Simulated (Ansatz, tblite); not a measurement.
Removing an electron: CdMe(OH) (CH₄CdO). Total charge 0; singlet. Geometry: r2SCAN-D4/def2-TZVP. Ansatz, gas phase; energy differences of separate SCF runs; the oxidised species was run as a doublet alone.

Cartesian coordinates in Å:
```
Cd 0.6068 0.3749 0.1434
C -1.2484 -0.5238 -0.1565
H -1.1207 -1.5948 -0.3164
H -1.7366 -0.0883 -1.0287
H -1.8771 -0.3674 0.7208
O 2.3025 1.3280 0.4949
H 3.0735 0.8713 0.1425
```

In the def2 sets Cd takes a core potential; there is no spin–orbit coupling. The xTB rows come from tblite. HOMO above LUMO, or a gap near zero within one spin, warns that the state may not be the lowest or that an electron is smeared out.

Problem. Estimate orbital energies and vertical ionisation energies at: GFN1-xTB; GFN2-xTB; PBE-D4/def2-TZVP; r2SCAN-D4/def2-TZVP; PBE0-D4/def2-TZVP.

Solution. 
| level | −HOMO (eV) | vertical IE (eV) | −LUMO (eV) | HOMO–LUMO gap (eV) | remarks |
| --- | --- | --- | --- | --- | --- |
| GFN1-xTB | 10.75 | 14.11 | 6.17 | 4.57 | – |
| GFN2-xTB | 10.10 | 13.83 | 5.83 | 4.28 | – |
| PBE-D4/def2-TZVP | 5.98 | 9.67 | 1.34 | 4.64 | gap within one spin near zero (+1 doublet) |
| r2SCAN-D4/def2-TZVP | 6.28 | 9.68 | 1.01 | 5.27 | – |
| PBE0-D4/def2-TZVP | 7.57 | 9.84 | 0.54 | 7.03 | – |

Relaxing the oxidised species (r2SCAN-D4/def2-TZVP) changes its energy by -0.29 eV at PBE-D4/def2-TZVP, so the adiabatic ionisation energy to this nearest minimum is 9.39 eV. At PBE0-D4/def2-TZVP it is 9.55 eV.    Raw xTB energy differences between charge states are shifted by several eV; the methods need an empirical correction for them.
